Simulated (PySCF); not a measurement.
SMILES [OH][Al]([OH])[OH], singlet, PBE0/def2-SVP optimised geometry. Atoms within 1.6 Å of the plane z = 0.0 Å (x, y, z in Å): Al1 (-0.21, -0.40, 0.00), O2 (-1.06, -1.87, 0.00), H3 (-2.01, -1.93, 0.00), O4 (-1.06, 1.07, 0.00), H5 (-0.63, 1.93, 0.00), O6 (1.48, -0.40, 0.00), H7 (2.01, -1.20, 0.00).

Computed with PBE0/def2-TZVP (PySCF). Cells within 0.4 Å of a nucleus heavier than hydrogen are left out (blank, or x).

Map of the deformation density (molecule minus spherical neutral atoms) (e/bohr³) on the plane z = 0.0 Å:

```
|22222222222222222222222222222|
|22222222222222222222222222222|
|22222222222222222222222222222|
|22222222222222222222222222222|
|22222222222111222222222222222|
|22222222211111112222222222222|
|22222222211100111222222222222|
|22222222111000011222222222222|
|22222222212481111222222222222|
|22222222223783111122222222222|
|2222222224xx23211112222222222|
|2222222225xx43211112222222222|
|22222222223574211122222222222|
|22222222122443111223222222222|
|22222221111121112338422222222|
|2222221111111xx246xx421122222|
|2222221111111xx246xx521112222|
|22222111123432113336931112222|
|22221111224752111223500112222|
|2222110045xx43111111000112222|
|2222110098xx32111111111112222|
|22221100343x42111111111122222|
|22221111122332222221112222222|
|22222111112222222222222222222|
|22222211112222222222222222222|
|22222222222222222222222222222|
|22222222222222222222222222222|
|22222222222222222222222222222|
|22222222222222222222222222222|
```
Scale: ten equal steps from -0.025 (start of '0') to 0.092 (end of '9'), in the order '0123456789'; x runs from -4.50 to 4.50, y from -4.50 (bottom) to 4.50 (top).
